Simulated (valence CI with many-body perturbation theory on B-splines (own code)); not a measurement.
## Dy61+: electric-dipole lines

Calculated by valence CI with perturbative core correlation (CI+MBPT): three valence electrons over a frozen Dirac-Fock core [He], a basis of 11 s, 11 p, 9 d, 7 f, 5 g, 2 h, 1 i functions for each j, with the one-electron correlation potential Σ1 (screened to all orders), the two-electron term Σ2, the three-electron term Σ3, Breit, model QED; selected single and double excitations, second order for the rest (own B-spline code, finite nucleus).

No measured spectrum was set against this ion. As an estimate, large intervals hold to a few tenths of a per cent, small ones and those within an open d or f shell to about a per cent.

Lines 151 to 200 of 280 in falling wavelength, among levels below 728.47 Ry, chosen from the strongest by gf and those to the six lowest levels. Wavelengths and rates use the calculated energies. Electric multipoles are in the length gauge, E1 and E2 with the static RPA response of the core. Weak lines are less certain than strong ones. Lines between different terms over intervals too small for the method are left out, as are lines whose strength nearly cancels. The highest levels of a list are the least certain.

Levels are named by their leading jj configuration (3d3/2^4 stands for four electrons in 3d with j = 3/2), which in mixed levels can hold well under half, so a name can repeat and another be missing. Letters in brackets count levels of one name in rising energy.

| λ vac (nm) | Upper | Lower | A (s⁻¹) | S (a.u.) |
| --- | --- | --- | --- | --- |
| 0.1614 | (2p1/2 2p3/2 3d5/2) J=7/2 [b] | (2p1/2 2p3/2^2) J=5/2 | 1.53e+15 | 2.54e-02 |
| 0.1612 | (2p1/2 2p3/2 3d5/2) J=3/2 [b] | (2p1/2 2p3/2^2) J=5/2 | 1.15e+14 | 9.49e-04 |
| 0.1611 | (2s 2p1/2 3d5/2) J=5/2 [a] | (2s 2p1/2 2p3/2) J=5/2 | 2.32e+13 | 2.88e-04 |
| 0.1611 | (2s 2p1/2 3d3/2) J=3/2 [b] | (2s 2p1/2 2p3/2) J=3/2 [a] | 9.80e+13 | 8.10e-04 |
| 0.1610 | (2p1/2 2p3/2 3d5/2) J=5/2 [b] | (2p1/2 2p3/2^2) J=3/2 | 9.20e+14 | 1.14e-02 |
| 0.1610 | (2s 2p1/2 3d3/2) J=1/2 | (2s 2p1/2 2p3/2) J=3/2 [a] | 2.29e+13 | 9.43e-05 |
| 0.1608 | (2s 2p3/2 3d5/2) J=5/2 [b] | (2s 2p3/2^2) J=3/2 | 1.33e+15 | 1.64e-02 |
| 0.1607 | (2s 2p3/2 3d5/2) J=3/2 [b] | (2s 2p3/2^2) J=3/2 | 2.96e+14 | 2.42e-03 |
| 0.1607 | (2s 2p3/2 3d5/2) J=3/2 [b] | (2s 2p3/2^2) J=1/2 | 6.79e+14 | 5.56e-03 |
| 0.1607 | (2s 2p3/2 3d3/2) J=3/2 [b] | (2s 2p3/2^2) J=5/2 | 1.17e+14 | 9.60e-04 |
| 0.1606 | (2s 2p1/2 3d5/2) J=7/2 | (2s 2p1/2 2p3/2) J=5/2 | 9.65e+14 | 1.58e-02 |
| 0.1605 | (2s 2p3/2 3d5/2) J=5/2 [a] | (2s 2p3/2^2) J=5/2 | 6.46e+14 | 7.91e-03 |
| 0.1605 | (2p1/2 2p3/2 3p3/2) J=5/2 [a] | (2s 2p3/2^2) J=3/2 | 8.70e+13 | 1.06e-03 |
| 0.1604 | (2s 2p1/2 3d5/2) J=5/2 [b] | (2s 2p1/2 2p3/2) J=5/2 | 1.16e+14 | 1.42e-03 |
| 0.1604 | (2s 2p1/2 3d5/2) J=3/2 | (2s 2p1/2 2p3/2) J=5/2 | 6.27e+12 | 5.10e-05 |
| 0.1604 | (2s 2p3/2 3d5/2) J=7/2 [a] | (2s 2p3/2^2) J=5/2 | 1.38e+15 | 2.24e-02 |
| 0.1604 | (2s 2p1/2 3d5/2) J=5/2 [a] | (2s 2p1/2 2p3/2) J=3/2 [a] | 8.79e+14 | 1.07e-02 |
| 0.1603 | (2s 2p3/2 3d3/2) J=5/2 [b] | (2s 2p3/2^2) J=5/2 | 1.40e+14 | 1.71e-03 |
| 0.1602 | (2s^2 3d5/2) J=5/2 | (2s^2 2p3/2) J=3/2 | 9.86e+14 | 1.20e-02 |
| 0.1596 | (2s 2p1/2 3d5/2) J=5/2 [b] | (2s 2p1/2 2p3/2) J=3/2 [a] | 7.82e+13 | 9.41e-04 |
| 0.1596 | (2s 2p1/2 3d5/2) J=3/2 | (2s 2p1/2 2p3/2) J=3/2 [a] | 4.23e+13 | 3.39e-04 |
| 0.1593 | (2p1/2^2 3p3/2) J=3/2 | (2s 2p1/2 2p3/2) J=1/2 | 1.87e+13 | 1.50e-04 |
| 0.1591 | (2s 2p3/2 3d5/2) J=7/2 [b] | (2s 2p3/2^2) J=5/2 | 3.27e+14 | 5.20e-03 |
| 0.1591 | (2s 2p1/2 3p3/2) J=5/2 | (2s^2 2p3/2) J=3/2 | 2.90e+13 | 3.45e-04 |
| 0.1573 | (2p1/2^2 3p3/2) J=3/2 | (2s 2p1/2 2p3/2) J=3/2 [a] | 8.30e+11 | 6.38e-06 |
| 0.1548 | (2s^2 3p1/2) J=1/2 | (2s 2p1/2^2) J=1/2 | 9.68e+11 | 3.55e-06 |
| 0.1535 | (2s 2p3/2 3s) J=3/2 [a] | (2s 2p1/2 2p3/2) J=1/2 | 3.55e+12 | 2.54e-05 |
| 0.1534 | (2s 2p1/2 3s) J=1/2 [a] | (2s 2p1/2^2) J=1/2 | 2.08e+13 | 7.42e-05 |
| 0.1529 | (2s 2p1/2 3s) J=3/2 | (2s 2p1/2^2) J=1/2 | 4.03e+13 | 2.84e-04 |
| 0.1528 | (2s 2p3/2 3s) J=5/2 | (2s 2p1/2 2p3/2) J=5/2 | 2.87e+13 | 3.03e-04 |
| 0.1524 | (2s 2p1/2 3s) J=1/2 [b] | (2s 2p1/2^2) J=1/2 | 6.91e+12 | 2.42e-05 |
| 0.1524 | (2s 2p3/2 3s) J=3/2 [a] | (2s 2p1/2 2p3/2) J=5/2 | 2.40e+13 | 1.68e-04 |
| 0.1524 | (2s 2p3/2 3s) J=1/2 | (2s 2p1/2 2p3/2) J=1/2 | 7.57e+12 | 2.64e-05 |
| 0.1523 | (2s 2p3/2 3s) J=3/2 [b] | (2s 2p1/2 2p3/2) J=1/2 | 1.25e+13 | 8.71e-05 |
| 0.1521 | (2s 2p3/2 3s) J=5/2 | (2s 2p1/2 2p3/2) J=3/2 [a] | 2.10e+13 | 2.19e-04 |
| 0.1520 | (2s^2 3s) J=1/2 | (2s^2 2p1/2) J=1/2 | 4.09e+13 | 1.42e-04 |
| 0.1520 | (2p1/2^2 3d5/2) J=5/2 | (2s^2 2p3/2) J=3/2 | 5.61e+11 | 5.83e-06 |
| 0.1517 | (2s 2p3/2 3s) J=3/2 [a] | (2s 2p1/2 2p3/2) J=3/2 [a] | 6.91e+12 | 4.76e-05 |
| 0.1504 | (2s 2p3/2 3s) J=3/2 [b] | (2s 2p1/2 2p3/2) J=3/2 [a] | 5.67e+11 | 3.81e-06 |
| 0.1500 | (2s^2 3p3/2) J=3/2 | (2s 2p1/2^2) J=1/2 | 6.37e+12 | 4.25e-05 |
| 0.1485 | (2p1/2 2p3/2 3p1/2) J=1/2 | (2s 2p1/2 2p3/2) J=1/2 | 5.35e+13 | 1.73e-04 |
| 0.1484 | (2p1/2 2p3/2 3p1/2) J=3/2 [a] | (2s 2p1/2 2p3/2) J=1/2 | 1.58e+14 | 1.02e-03 |
| 0.1482 | (2p1/2 2p3/2 3p1/2) J=5/2 | (2s 2p1/2 2p3/2) J=3/2 [b] | 2.34e+14 | 2.26e-03 |
| 0.1481 | (2s 2p1/2 3p1/2) J=1/2 [a] | (2s^2 2p1/2) J=1/2 | 1.19e+14 | 3.81e-04 |
| 0.1478 | (2s 2p3/2 3p1/2) J=3/2 [a] | (2s^2 2p3/2) J=3/2 | 1.03e+14 | 6.53e-04 |
| 0.1477 | (2s 2p3/2 3p1/2) J=5/2 | (2s^2 2p3/2) J=3/2 | 2.63e+14 | 2.51e-03 |
| 0.1477 | (2s 2p1/2 3p1/2) J=3/2 | (2s^2 2p1/2) J=1/2 | 3.21e+14 | 2.04e-03 |
| 0.1475 | (2p1/2 2p3/2 3p1/2) J=3/2 [b] | (2s 2p1/2 2p3/2) J=3/2 [b] | 1.08e+14 | 6.84e-04 |
| 0.1475 | (2p1/2 2p3/2 3p1/2) J=3/2 [b] | (2s 2p1/2 2p3/2) J=1/2 | 3.80e+13 | 2.41e-04 |
| 0.1474 | (2p1/2^2 3p1/2) J=1/2 | (2s 2p1/2^2) J=1/2 | 7.05e+14 | 2.23e-03 |
